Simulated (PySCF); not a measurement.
F₂O₂W, SMILES [F][W](=[O])([F])=[O] (connectivity only; charge and spin as stated), charge -1, multiplicity 2.

The structure is a stationary point at B3LYP-D3(BJ)/def2-SVPD. The multiplicity is an assumed one; other spin states were not compared. The isomer is the one that the SMILES or the coordinates give; other isomers of the formula were not compared. The def2 effective core potentials stand for the cores of W; spin–orbit coupling is left out.

Computed with PBE/def2-SVPD (PySCF).

Isolated molecule, no solvent. A positive occupied level means that this level leaves the electron formally unbound; only the finite basis holds it.

Problem. Estimate the frontier levels, dipole moment and polarisability. (Estimate from the structure and the level; the computed values follow.)

Solution. 
```json
{
  "α spin, highest occupied and lowest empty level": "0.63 and 2.56 eV",
  "β spin, highest occupied and lowest empty level": "-2.36 and 1.94 eV",
  "dipole_moment_about_the_centre_of_nuclear_charge": "0.21 D",
  "mean_static_polarisability": "60.7 bohr³ (9.00 Å³)",
  "polarisability_principal_values": "58.7, 61.6, 62.0 bohr³",
  "⟨S²⟩": "0.754 (pure state 0.75)"
}
```
